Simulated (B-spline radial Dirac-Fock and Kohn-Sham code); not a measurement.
**X-ray lines that fill the 3d5/2 vacancy in Hf⁴⁺**

System: Hf⁴⁺ in the configuration [Xe] 4f14.

Method: independent-particle rates on relativistic LDA orbitals of the hole state (multipoles up to L = 3, Coulomb Auger matrix elements, transition energies from Dirac-Fock). Computed with a B-spline atomic structure program.

| line | multipole | energy (eV) | width (meV) | share (%) |
| --- | --- | --- | --- | --- |
| Mζ1 | E1 | 1275.6 | 1.14 | 4.02 |
| M5-O3 | E1 | 1633.0 | 0.171 | 0.603 |
| Mα2 | E1 | 1646.4 | 1.32 | 4.66 |
| Mα1 | E1 | 1648.0 | 25.7 | 90.7 |

The listed lines hold 100.0 % of the radiative rate. The radiative width is 0.0283 eV in the length form and 0.0285 eV in the velocity form; the two differ because the transition energies are not eigenvalue differences of the potential that gave the orbitals.
